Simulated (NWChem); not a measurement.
System: WNH2O2Cl; SMILES [W](=[O])([Cl])([NH2])=[O]

Here is an NWChem input.

```
start job
memory heap 200 mb stack 900 mb global 1100 mb
geometry units angstroms noautoz
  W      0.023453    -0.180646     0.000000
  O      0.865041    -0.678483    -1.393337
  O      0.865041    -0.678483     1.393337
  Cl    -0.218874     2.100893     0.000000
  N     -1.678652    -1.087098     0.000000
  H     -2.127916    -1.448546    -0.838497
  H     -2.127916    -1.448546     0.838497
end
basis spherical
  * library def2-svp
end
ecp
  W library def2-ecp
end
dft
  xc xpbe96 cpbe96
  iterations 150
end
tddft
  cis
  nroots 6
  notriplet
end
task tddft energy
```

NWChem printed, in part:

```
             Northwest Computational Chemistry Package (NWChem) 7.3.0
             --------------------------------------------------------

 CS  symmetry detected

                             Geometry "geometry" -> ""
                             -------------------------

 Output coordinates in angstroms (scale by  1.889725989 to convert to a.u.)

  No.       Tag          Charge          X              Y              Z
 ---- ---------------- ---------- -------------- -------------- --------------
    1 W                   74.0000     0.05320907    -0.19092009     0.00000000
    2 O                    8.0000     0.87858256    -0.71520115    -1.39333700
    3 O                    8.0000     0.87858256    -0.71520115     1.39333700
    4 Cl                  17.0000    -0.11662724     2.09715732     0.00000000
    5 N                    7.0000    -1.67679147    -1.04292644     0.00000000
    6 H                    1.0000    -2.13729427    -1.38994224    -0.83849700
    7 H                    1.0000    -2.13729427    -1.38994224     0.83849700

 Effective nuclear repulsion energy (a.u.)     941.0485571937

      Symmetry information
      --------------------

 Group name             Cs
 Group number              2
 Group order               2
 No. of unique centers     5

 Summary of "ao basis" -> "ao basis" (spherical)
 ------------------------------------------------------------------------------
       Tag                 Description            Shells   Functions and Types
 ---------------- ------------------------------  ------  ---------------------
 W                          def2-svp                12       32   6s3p2d1f
 O                          def2-svp                 6       14   3s2p1d
 Cl                         def2-svp                 8       18   4s3p1d
 N                          def2-svp                 6       14   3s2p1d
 H                          def2-svp                 3        5   2s1p

      Symmetry analysis of basis
      --------------------------

        a'         64
        a"         38

            General Information
            -------------------
          SCF calculation type: DFT
          Wavefunction type:  closed shell.
          No. of atoms     :     7
          No. of electrons :    56
           Alpha electrons :    28
            Beta electrons :    28
          Charge           :     0
          Spin multiplicity:     1
          Use of symmetry is: off; symmetry adaption is: on
          Maximum number of iterations: 150
          AO basis - number of functions:   102
                     number of shells:    44
          Convergence on energy requested:  1.00D-06
          Convergence on density requested:  1.00D-05
          Convergence on gradient requested:  5.00D-04

              XC Information
              --------------
          PerdewBurkeErnzerhof Exchange Functional  1.000
            Perdew 1991 LDA Correlation Functional  1.000 local
           PerdewBurkeErnz. Correlation Functional  1.000 non-local

             Grid Information
             ----------------
          Grid used for XC integration:  medium
          Radial quadrature: Mura-Knowles
          Angular quadrature: Lebedev.
          Tag              B.-S. Rad. Rad. Pts. Rad. Cut. Ang. Pts.
          ---              ---------- --------- --------- ---------
          W                   1.35      123           9.0       590
          O                   0.60       49          10.0       434
          Cl                  1.00       88          11.0       590
          N                   0.65       49           9.0       434
          H                   0.35       45          11.0       434
          Grid pruning is: on
          Number of quadrature shells:   448
          Spatial weights used:  Erf1

      Superposition of Atomic Density Guess
      -------------------------------------

 Sum of atomic energies:        -737.12518304

      Non-variational initial energy
      ------------------------------

 Total energy =    -730.665492
 1-e energy   =   -1560.896294
 2-e energy   =     562.237336
 HOMO         =      -0.368668
 LUMO         =       0.005540

      Symmetry analysis of molecular orbitals - initial
      -------------------------------------------------

  Numbering of irreducible representations:

     1 a'          2 a"

  Orbital symmetries:

     1 a'          2 a'          3 a"          4 a'          5 a'
     6 a'          7 a'          8 a"          9 a'         10 a"
    11 a'         12 a'         13 a'         14 a'         15 a"
    16 a'         17 a"         18 a'         19 a'         20 a"
    21 a'         22 a"         23 a'         24 a'         25 a"
    26 a'         27 a"         28 a'         29 a"         30 a'
    31 a'         32 a'         33 a"         34 a'         35 a'
    36 a'         37 a"         38 a"

   convergence    iter        energy       DeltaE   RMS-Dens  Diis-err
 ---------------- ----- ----------------- --------- --------- ---------
 d= 0,ls=0.0,diis     1   -732.6861735413 -1.00D+03  7.54D-02  4.52D+00
 d= 0,ls=0.0,diis     2   -721.4678760708  1.12D+01  6.66D-02  7.32D+01
 d= 0,ls=0.0,diis     3   -732.8693618006 -1.14D+01  1.61D-02  2.95D+00
 d= 0,ls=0.0,diis     4   -733.1480381657 -2.79D-01  5.74D-03  7.88D-01

 !! scf_movecs_sym_adapt:    2 vectors were symmetry contaminated

  Symmetry fudging
 d= 0,ls=0.0,diis     5   -733.2436151921 -9.56D-02  2.33D-03  3.18D-02

 !! scf_movecs_sym_adapt:    2 vectors were symmetry contaminated

  Symmetry fudging
  Resetting Diis
 d= 0,ls=0.0,diis     6   -733.2451440426 -1.53D-03  1.15D-03  1.83D-02
 d= 0,ls=0.0,diis     7   -733.2477193521 -2.58D-03  4.80D-04  5.16D-04
 d= 0,ls=0.0,diis     8   -733.2473383526  3.81D-04  3.78D-04  3.95D-03
 d= 0,ls=0.0,diis     9   -733.2477477332 -4.09D-04  1.15D-04  3.65D-04
 d= 0,ls=0.0,diis    10   -733.2477749292 -2.72D-05  4.45D-05  7.02D-05
 d= 0,ls=0.0,diis    11   -733.2477824143 -7.49D-06  7.00D-06  5.62D-07
 d= 0,ls=0.0,diis    12   -733.2477824887 -7.44D-08  2.53D-06  8.57D-08

         Total DFT energy =     -733.247782488747
      One electron energy =    -1564.451120314871
           Coulomb energy =      623.487823187779
    Exchange-Corr. energy =      -60.277950760620
 Nuclear repulsion energy =      267.993465398965

 Numeric. integr. density =       56.000003183482

                  Occupations of the irreducible representations
                  ----------------------------------------------

                     irrep           alpha         beta
                     --------     --------     --------
                     a'               19.0         19.0
                     a"                9.0          9.0

                       DFT Final Molecular Orbital Analysis
                       ------------------------------------

 Vector   26  Occ=2.000000D+00  E=-2.944346D-01  Symmetry=a"
              MO Center=  7.8D-02,  1.5D+00,  1.4D-11, r^2= 2.8D+00
   Bfn.  Coefficient  Atom+Function         Bfn.  Coefficient  Atom+Function
  ----- ------------  ---------------      ----- ------------  ---------------
    73      0.568396  4 Cl pz                70      0.430882  4 Cl pz
    67      0.250322  4 Cl pz                36      0.158877  2 O  px
    50     -0.158877  3 O  px                39      0.109198  2 O  px
    53     -0.109198  3 O  px                 9     -0.103666  1 W  pz
    17     -0.095063  1 W  d -1              38     -0.093613  2 O  pz

[...]

                                NWChem TDDFT Module
                                -------------------

            General Information
            -------------------
           No. of orbitals :     204
            Alpha orbitals :     102
             Beta orbitals :     102
        Alpha frozen cores :       0
         Beta frozen cores :       0
     Alpha frozen virtuals :       0
      Beta frozen virtuals :       0
         Spin multiplicity :       1
    Number of AO functions :     102
        Use of symmetry is : off
      Symmetry adaption is : on
         Schwarz screening :  0.10D-07

              XC Information
              --------------
   PerdewBurkeErnzerhof Exchange Functional   1.00
     Perdew 1991 LDA Correlation Functional   1.00 local
    PerdewBurkeErnz. Correlation Functional   1.00 non-local

             TDDFT Information
             -----------------
          Calculation type : Tamm-Dancoff TDDFT
         Wavefunction type : Restricted singlets
          No. of electrons :      56
           Alpha electrons :      28
            Beta electrons :      28
              No. of roots :       6
          Max subspacesize :    5200
            Max iterations :     100
               Target root :       1
           Target symmetry : none
      Symmetry restriction : off
                 Algorithm : Optimal
        Davidson threshold :  0.10D-03

    6 smallest eigenvalue differences (eV)
--------------------------------------------------------
  No. Spin  Occ  Vir  Irrep   E(Occ)    E(Vir)   E(Diff)
--------------------------------------------------------
    1    1   28   29 a"       -0.272    -0.097     4.764
    2    1   27   29 a'       -0.273    -0.097     4.796
    3    1   28   30 a'       -0.272    -0.094     4.850
    4    1   27   30 a"       -0.273    -0.094     4.882
    5    1   26   29 a'       -0.294    -0.097     5.372
    6    1   25   29 a"       -0.297    -0.097     5.437
--------------------------------------------------------

  Entering Davidson iterations
  Restricted singlet excited states

  Iter   NTrls   NConv    DeltaV     DeltaE      Time
  ----  ------  ------  ---------  ---------  ---------
    1      6       0     0.23E+00   0.10+100       10.3
    2     12       0     0.14E+00   0.41E-01        9.9
    3     18       0     0.62E-01   0.26E-01        8.1
    4     24       1     0.41E-01   0.33E-02        8.2
    5     29       3     0.11E-01   0.17E-02        7.9
    6     32       4     0.32E-02   0.15E-03        6.7
    7     34       5     0.12E-02   0.14E-04        6.4
    8     35       5     0.20E-03   0.14E-05        5.7
    9     36       6     0.49E-04   0.30E-07        8.1
  ----  ------  ------  ---------  ---------  ---------
  Convergence criterion met

  Ground state a'       -733.247782488747 a.u.

  ----------------------------------------------------------------------------
  Root   1 singlet a"             0.178172829 a.u.                4.8483 eV
  ----------------------------------------------------------------------------
     Transition Moments    X -0.00000   Y  0.00000   Z -0.04388
     Dipole Oscillator Strength                    0.0002286602
     Electric Quadrupole                           0.0000000010
     Magnetic Dipole                               0.0000000805
     Total Oscillator Strength                     0.0002287417

     Occ.   24  a'  ---  Virt.   29  a"       0.10445
     Occ.   27  a"  ---  Virt.   30  a'       0.35881
     Occ.   28  a'  ---  Virt.   29  a"      -0.92545
  ----------------------------------------------------------------------------
  Root   2 singlet a'             0.181477641 a.u.                4.9383 eV
  ----------------------------------------------------------------------------
     Transition Moments    X  0.00113   Y  0.06973   Z -0.00000
     Dipole Oscillator Strength                    0.0005884852
     Electric Quadrupole                           0.0000000037
     Magnetic Dipole                               0.0000015595
     Total Oscillator Strength                     0.0005900484

     Occ.   24  a'  ---  Virt.   30  a'       0.05615
     Occ.   25  a'  ---  Virt.   30  a'      -0.06985
     Occ.   27  a"  ---  Virt.   29  a"      -0.99036
     Occ.   28  a'  ---  Virt.   30  a'       0.08238
  ----------------------------------------------------------------------------
  Root   3 singlet a"             0.187239785 a.u.                5.0951 eV
  ----------------------------------------------------------------------------
     Transition Moments    X -0.00000   Y  0.00000   Z  0.22444
     Dipole Oscillator Strength                    0.0062879132
     Electric Quadrupole                           0.0000000019
     Magnetic Dipole                               0.0000002447
     Total Oscillator Strength                     0.0062881598

     Occ.   24  a'  ---  Virt.   29  a"      -0.19493
     Occ.   25  a'  ---  Virt.   29  a"       0.13058
     Occ.   25  a'  ---  Virt.   33  a"       0.05347
     Occ.   27  a"  ---  Virt.   30  a'       0.89418
     Occ.   27  a"  ---  Virt.   31  a'      -0.13552
     Occ.   27  a"  ---  Virt.   34  a'      -0.12248
     Occ.   28  a'  ---  Virt.   29  a"       0.31207
  ----------------------------------------------------------------------------
  Root   4 singlet a"             0.201819579 a.u.                5.4918 eV
  ----------------------------------------------------------------------------
     Transition Moments    X -0.00000   Y -0.00000   Z -0.05289
     Dipole Oscillator Strength                    0.0003764384
     Electric Quadrupole                           0.0000000021
     Magnetic Dipole                               0.0000013507
     Total Oscillator Strength                     0.0003777912

     Occ.   24  a'  ---  Virt.   29  a"       0.10198
     Occ.   25  a'  ---  Virt.   29  a"       0.64061
     Occ.   26  a"  ---  Virt.   30  a'      -0.75485
     Occ.   27  a"  ---  Virt.   31  a'       0.06406
  ----------------------------------------------------------------------------
  Root   5 singlet a'             0.202164764 a.u.                5.5012 eV
  ----------------------------------------------------------------------------
     Transition Moments    X  0.25765   Y  0.12253   Z -0.00000
     Dipole Oscillator Strength                    0.0109706900
     Electric Quadrupole                           0.0000000061
     Magnetic Dipole                               0.0000000000
     Total Oscillator Strength                     0.0109706961

     Occ.   24  a'  ---  Virt.   30  a'      -0.05210
     Occ.   25  a'  ---  Virt.   30  a'       0.42949
     Occ.   26  a"  ---  Virt.   29  a"      -0.75753
     Occ.   27  a"  ---  Virt.   29  a"      -0.08648
     Occ.   28  a'  ---  Virt.   30  a'      -0.38131
     Occ.   28  a'  ---  Virt.   31  a'      -0.26585
  ----------------------------------------------------------------------------
  Root   6 singlet a"             0.204397396 a.u.                5.5619 eV
  ----------------------------------------------------------------------------
     Transition Moments    X  0.00000   Y  0.00000   Z  0.03855
     Dipole Oscillator Strength                    0.0002024649
     Electric Quadrupole                           0.0000000001
     Magnetic Dipole                               0.0000002766
     Total Oscillator Strength                     0.0002027416

     Occ.   24  a'  ---  Virt.   29  a"      -0.14769
     Occ.   25  a'  ---  Virt.   29  a"      -0.72052
     Occ.   26  a"  ---  Virt.   30  a'      -0.65124
     Occ.   27  a"  ---  Virt.   30  a'       0.05236
     Occ.   27  a"  ---  Virt.   31  a'      -0.15669

              Target root =      1
          Target symmetry = none
      Ground state energy =   -733.247782488747
        Excitation energy =      0.178172828572
     Excited state energy =   -733.069609660175

  stored tddft:energy   -733.06960966017505
```

Level: PBE/def2-SVP with def2 effective core potentials on W, TDA. Coordinates come from a PBE0/def2-SVP optimisation. Not confirmed as a minimum by frequencies. def2 effective core potentials on W; no spin-orbit coupling.
